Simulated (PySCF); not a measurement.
SnF₂Cl₂, SMILES [F][Sn]([F])([Cl])[Cl]. The structure is a stationary point at r2SCAN-D4/def2-SVP. The def2 effective core potentials stand for the cores of Sn; spin–orbit coupling is left out.

Level of theory: r2SCAN-D4/def2-SVP in PySCF.

Harmonic wavenumbers (cm⁻¹): 100, 121, 137, 168, 170, 381, 415, 655, 671. Rotational constants (GHz): 2.068, 1.433, 1.204; symmetry number 2.

Task: Work out the zero-point energy and the ideal-gas rigid-rotor harmonic-oscillator thermochemistry at 298.15 K and 1 atm.

Result: ZPE = ½ Σ hcν = ½ × 2819 cm⁻¹ = 4.03 kcal/mol. H − E(el) = 9.03 kcal/mol. Entropy in cal/(mol K): translation 42.17, rotation 27.51, vibration 16.93, total 86.61. G − E(el) = -16.79 kcal/mol. Cp = 22.26 cal/(mol K). Modes under 150 cm⁻¹ make the vibrational entropy uncertain.
